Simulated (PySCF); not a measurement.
Compound: B2F2GeH4.
Numbering: `[BH2:1][GeH2:2][B:3]([F:4])[F:5]` (hydrogens: H6, H7 on B1; H8, H9 on Ge2)

Computed with PySCF at PBE0/def2-SVPD, non-relativistic, on one gas-phase PBE0-D3(BJ)/def2-SVP geometry that isn't relaxed in the solvent. The solvent is an IEF-PCM continuum (cavity from Bondi-type radii × 1.2), and excitations are vertical TDDFT with non-equilibrium linear response and a frozen core. Specific hydrogen bonds and non-electrostatic terms are outside this model. Spin–orbit coupling is left out although an atom past zinc is present.

Gas-phase singlets (H = HOMO, L = LUMO):

| state | E (eV) | λ (nm) | f | leading configurations |
| --- | --- | --- | --- | --- |
| S1 | 4.159 | 298 | 0.015 | H→L 90% |
| S2 | 5.215 | 238 | 0.003 | H-2→L 84%, H-3→L 12% |
| S3 | 5.450 | 228 | 0.059 | H-1→L 87% |
| S4 | 6.207 | 200 | 0.004 | H-3→L 86%, H-2→L 12% |
| S5 | 6.536 | 190 | 0.073 | H→L+1 91% |

Problem. Give the list for benzene (ε = 2.271), n² = 2.25.

Solution. 
```tsv
state	E (eV)	λ (nm)	f	leading configurations	change by rank (eV)
S1	4.169	297	0.020	H→L 91%	+0.010
S2	5.222	237	0.005	H-2→L 83%, H-3→L 12%	+0.007
S3	5.461	227	0.080	H-1→L 88%	+0.011
S4	6.218	199	0.006	H-3→L 86%, H-2→L 13%	+0.011
S5	6.491	191	0.104	H→L+1 93%	-0.045
```

Problem. How do the frontier levels move from gas to benzene?

Solution. 
```json
{"orbital": "LUMO+2", "gas (eV)": "0.31", "solvent (eV)": "0.39", "change (eV)": "+0.08"}
{"orbital": "LUMO+1", "gas (eV)": "-0.63", "solvent (eV)": "-0.53", "change (eV)": "+0.10"}
{"orbital": "LUMO", "gas (eV)": "-2.68", "solvent (eV)": "-2.54", "change (eV)": "+0.14"}
{"orbital": "HOMO", "gas (eV)": "-8.39", "solvent (eV)": "-8.28", "change (eV)": "+0.11"}
{"orbital": "HOMO-1", "gas (eV)": "-9.24", "solvent (eV)": "-9.15", "change (eV)": "+0.09"}
{"orbital": "HOMO-2", "gas (eV)": "-9.39", "solvent (eV)": "-9.28", "change (eV)": "+0.11"}
{"orbital": "HOMO-3", "gas (eV)": "-10.56", "solvent (eV)": "-10.44", "change (eV)": "+0.12"}
```

The HOMO–LUMO gap goes from 5.71 to 5.75 eV.

The values belong to the conformer `[BH2:1][GeH2:2][B:3]([F:4])[F:5]`: B1–Ge2–B3–F4 83°.
